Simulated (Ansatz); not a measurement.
```yaml
crystal:
  periodic: [false, false, false]
  atoms:
    - {symbol: Al, position_ang: [0.229732, 2.468086, -0.280268]}
    - {symbol: O, position_ang: [0.676837, 0.892394, -0.988202]}
    - {symbol: P, position_ang: [0.636869, 0.009301, 0.464181]}
    - {symbol: Si, position_ang: [-0.640227, -1.838919, 0.279570]}
    - {symbol: H, position_ang: [-1.205490, 2.824526, -0.193685]}
    - {symbol: H, position_ang: [1.417492, 3.253745, 0.001069]}
    - {symbol: H, position_ang: [1.943307, -0.637850, 0.131260]}
    - {symbol: H, position_ang: [-0.409647, -2.374211, -1.013992]}
    - {symbol: H, position_ang: [-0.385767, -2.819691, 1.476513]}
    - {symbol: H, position_ang: [-1.853084, -1.683066, 0.305477]}
basis:
  gaussian: {orbitals: def2-TZVPP}
hamiltonian: {xc: {name: HF}}
correlation: {method: mp2, frozen_orbitals: {Al: 0}}
output: {forces: true}
```

```sh
$ ansatz run in.yaml --threads 2 --pin off --events-out ev --progress --plain --max-ram 4352MiB
```

Shortened log:

```
Functional definition: HF
Error: "frozen_orbitals" has no count for O
```

In this input frozen orbitals are typed for one element alone, and the program wants a count for each. The input was rejected before any iteration.
